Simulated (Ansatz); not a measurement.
Consider the ligand exchange at the Si–C bond: `OCCC[SiH3]` + `N[SiH](F)Br` → `F[SiH](Br)N[SiH3]` + `CCCO`.

Calculated with Ansatz (gas phase, PBE0-D4/def2-TZVP geometries, no zero-point term in ΔE). CCSD(T)/CBS is the MP2 limit (def2-TZVPP, def2-QZVPP) plus CCSD(T) − MP2 in def2-TZVPP, frozen cores. Functionals use def2-TZVPP. B3LYP here is the variant with VWN-RPA as its local correlation; programs differ in this. For Br outer-core shells are correlated without core-valence functions, which leaves a few kJ/mol of doubt a bond. Scalar relativity is left out up to krypton. One conformer a species, not always the lowest.

Q: Is it downhill or uphill in electronic energy at CCSD(T)/CBS, and by how much? (Estimate.)

A: The calculation gave: Downhill: ΔE = -0.66 eV.

Q: What do these levels give: PBE-D4, PBE0-D4, B3LYP-D4, ωB97M-V, B2PLYP, PBE, PBE0, B3LYP, CCSD(T)/def2-TZVPP, HF/def2-QZVPP, MP2/def2-QZVPP, SCS-MP2/def2-QZVPP? (Best estimate.)

A: Computed: PBE-D4 -0.57, PBE0-D4 -0.60, B3LYP-D4 -0.65, ωB97M-V -0.63, B2PLYP -0.69, PBE -0.59, PBE0 -0.62, B3LYP -0.69, CCSD(T)/def2-TZVPP -0.66, HF/def2-QZVPP -0.81, MP2/def2-QZVPP -0.67, SCS-MP2/def2-QZVPP -0.70 eV.

Largest T1 diagnostic among the species: 0.010.

The D4 term adds +0.04 eV with B3LYP and +0.02 eV with PBE0; it sums over pairs of atoms, weighted by their polarisabilities, and B3LYP, whose exchange is more repulsive, gets the larger term. In def2-TZVPP, CCSD(T) changes the Hartree–Fock value by +0.14 eV (the triples alone add +0.02 eV) and MP2 by +0.13 eV.
